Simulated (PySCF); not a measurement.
# Computed properties of H₆Se, SMILES [SeH6]

H₆Se, SMILES [SeH6]. The structure is a stationary point at B3LYP-D3(BJ)/def2-TZVP. One conformer was computed; it need not be the lowest. All values are computed for the isolated molecule unless a solvent is named; none is compared with measurement here.

**Structure.** The optimised structure has Oh symmetry. All 15 harmonic modes at B3LYP-D3(BJ)/def2-TZVP (PySCF) are real, so it is a minimum.

**Vibrations.** The strongest infrared lines (harmonic, unscaled, degenerate partners summed) lie at 1811 cm⁻¹ (2307 km/mol, H 98 %), 1131 cm⁻¹ (465 km/mol, H 95 %). The softest mode is at 1103 cm⁻¹ and the zero-point energy is 30.6 kcal/mol.

**Electronic structure.** M06-2X/def2-TZVPD (PySCF) places the frontier levels at -7.91 and -0.95 eV, a gap of 6.96 eV, and gives a dipole moment of 0.00 D and a mean polarisability of 47.7 bohr³. PBE/def2-TZVPD (PySCF) at the same geometry gives -5.81 and -2.59 eV, so its gap is 3.74 eV narrower. An orbital gap is neither the optical nor the fundamental gap.

**Excitations.** TDA-ωB97X/def2-TZVPD (PySCF) has S1 at 4.45 eV (279 nm, f = 0.000, dark); the most intense of the 10 singlets computed lies at 6.92 eV (f = 0.71). Strengths of degenerate partners are summed. T1 (TDA) is at 3.55 eV, 0.90 eV under S1. TDA-PBE/def2-TZVPD (PySCF) puts S1 at 3.87 eV. No vertical singlet excitation falls in the visible range (under 3.1 eV).

**NMR.** GIAO shifts at KT2/pcSseg-2 (PySCF) (non-relativistic, atoms alike by connectivity averaged): ¹H at 11.6 ppm against TMS.
